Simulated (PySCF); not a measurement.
`ClC1=CC[C@@H]2C[C@H]12`: 4 charge schemes on one density

Species: C6H7Cl.
Z-matrix (Å and degrees, GFN2-xTB geometry), rows numbered from 1:
```
Cl
C   1  1.7162
C   2  1.3288  1  126.47
C   3  1.5029  2  111.36  1   177.96
C   4  1.5199  3  103.87  2     3.67
C   5  1.4959  4  116.49  3    61.92
C   2  1.4806  1  120.98  3  -178.97
H   3  1.0745  2  126.37  1    -1.53
H   4  1.0929  3  110.58  2  -116.01
H   4  1.0924  3  111.41  2   124.38
H   5  1.0793  4  118.10  3  -145.84
H   6  1.0794  5  117.92  7  -107.39
H   6  1.0795  5  118.48  7   107.85
H   7  1.0786  2  119.42  1   -34.80
```

Density: PBE0/pcSseg-1 (PySCF); schemes: Mulliken, IAO, Hirshfeld and ESP-fitted. Isolated species at its GFN2-xTB geometry, gas phase.

Task: Give the atomic charges in each scheme.

Result: In e:

```
atom                    environment  Mulliken     IAO  Hirshfeld  ESP-fitted
 Cl1                 vinyl chlorine    -0.089  -0.023     -0.039      -0.053
  C2            vinylic C–Cl carbon    -0.083  -0.027     +0.011      -0.201
  C3               alkene CH carbon    -0.108  -0.185     -0.065      -0.025
  C4                 allylic carbon    -0.066  -0.262     -0.064      -0.177
  C5  sp3 carbon at a ring junction    -0.255  -0.132     -0.035      -0.079
  C6     three-membered-ring carbon    -0.106  -0.288     -0.089      -0.395
  C7  sp3 carbon at a ring junction    -0.148  -0.151     -0.053      +0.084
  H8               vinylic hydrogen    +0.084  +0.160     +0.050      +0.112
  H9             methylene hydrogen    +0.141  +0.148     +0.046      +0.091
 H10             methylene hydrogen    +0.138  +0.148     +0.044      +0.103
 H11               methine hydrogen    +0.116  +0.151     +0.050      +0.111
 H12             methylene hydrogen    +0.130  +0.153     +0.051      +0.149
 H13             methylene hydrogen    +0.132  +0.149     +0.044      +0.183
 H14               methine hydrogen    +0.114  +0.158     +0.049      +0.096
```

Mean size of the charges over all atoms: IAO 0.153 e, ESP-fitted 0.133 e, Mulliken 0.122 e, Hirshfeld 0.049 e. Each set sums to the total charge, 0, to within 0.001 e. The ESP scheme is a least-squares fit of atom-centred charges to the potential on four shells outside the van der Waals surface, with the total charge fixed.

Lowest charge. The schemes don't all agree: Mulliken C5 (-0.255); IAO C6 (-0.288); Hirshfeld C6 (-0.089); ESP-fitted C6 (-0.395).

Highest charge. The schemes don't all agree: Mulliken H9 (+0.141); IAO H8 (+0.160); Hirshfeld H12 (+0.051); ESP-fitted H13 (+0.183).

Task: Sum the charges by element, for elements with more than one atom.

Result: 
```tsv
element	atoms	Mulliken	IAO	Hirshfeld	ESP-fitted
C	6	-0.767	-1.045	-0.295	-0.792
H	7	+0.856	+1.068	+0.334	+0.845
```

Task: How closely do the schemes follow one another over all atoms?

Result: Correlation coefficient and root-mean-square difference: IAO with Hirshfeld 0.98, 0.117 e; Mulliken with Hirshfeld 0.85, 0.090 e; Mulliken with IAO 0.85, 0.089 e; IAO with ESP-fitted 0.80, 0.103 e; Hirshfeld with ESP-fitted 0.75, 0.125 e; Mulliken with ESP-fitted 0.66, 0.123 e.

Task: How many electrons does the ESP-fitted scheme count on C2?

Result: Z − q = 6 − (-0.201) = 6.201.
